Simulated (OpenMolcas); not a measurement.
## Mo4+: ligand-field states by method

Mo4+ with 6 ligands (oxide) in octahedral coordination (Oh) at 2.03 Å. A charge of +1.33 e stands 2.4 Å behind each ligand. Ligand basis ANO-RCC-VDZP.

| Quantity | Value |
| --- | --- |
| Program | OpenMolcas |
| Basis | ANO-RCC-VTZP [7s6p4d2f1g] |
| Scalar Hamiltonian | DKH2, point nucleus |
| Active space | 2 electrons in 5 orbitals (4d) |
| State averaging | 2S+1 = 3 even, 10 roots; 2S+1 = 1 even, 15 roots |
| Spin-orbit coupling | RASSI with atomic mean-field integrals over the reference wave functions |

I. CASSCF
II. SS-CASPT2, IPEA 0.25 Eh, imaginary shift 0.1 Eh (closed shells correlated: 4s 4p and the ligand valence shells)

Spin-free states (labels of O, the rotations of Oh) in cm-1, each column counted from its own energy of the first state listed:

| State | Degeneracy | I | II |
| --- | --- | --- | --- |
| 3T1 | 3 | 0 | 0 |
| 1T2 | 3 | 10545 | 7120 |
| 1E | 2 | 10784 | 7180 |
| 3T2 | 3 | 18011 | 16480 |
| 1A1 | 1 | 23452 | 16350 |
| 3T1 | 3 | 25643 | 21680 |
| 2S+1 = 1 | 3 | 27197 | 21700 |
| 2S+1 = 1 | 3 | 29183 | 22900 |
| 3A2 | 1 | 39651 | 35460 |
| 1E | 2 | 47347 | 37650 |
| 1A1 | 1 | 56538 | 43360 |

From I to II, I's first state of the same spin (3T2) moves from 18011 to 16480 cm-1, by about -1500 cm-1.

From I to II, I's first state of another spin (1T2) moves from 10545 to 7120 cm-1, by about -3400 cm-1.

χT at 300 K: I 0.37, II 0.36 cm3 K/mol.

Roots that are degenerate in the reference are averaged as groups; the widest CASPT2 spread within a group is 120 cm-1 (the 3-fold group of multiplicity 1 near 22900 cm-1 above the lowest state of its run, II). Shifts and gaps below about the spread of the groups concerned are not significant. Over all roots computed the reference weight is 0.59 to 0.62 in II; a low but even weight reflects the number of correlated electrons. An orbital triplet at a regular site is open to Jahn-Teller coupling, which can distort the site and quench the lowest spin-orbit gaps and is left out. The least metal-like active orbital is 71 % on the metal (Löwdin) and no ligand orbital is active, so the numbers are rough. The oxide ions are held by bare point charges, a crude embedding. Ligand-to-metal charge-transfer states are missing. With no ligand orbital active B as a rule stays too high, so bands that hang on it stand too high and its fall with covalency is understated. Without dynamic correlation the repulsion within the d shell is too large (B by tens of per cent), so at a given field states of lower spin stand too high (holds for I). With metal d orbitals alone the field can be off either way by tens of per cent (holds for I). These CASPT2 states fit no ligand-field parameters well, so their order and spin gaps are uncertain (holds for II). With one d shell and no ligand orbital active, 10Dq can be off by a tenth or more (holds for II). No measured value stands beside these numbers; the geometry is a model, was not optimised and need not be the one that this ion takes.

A state without a sure symmetry label is named by its multiplicity alone.
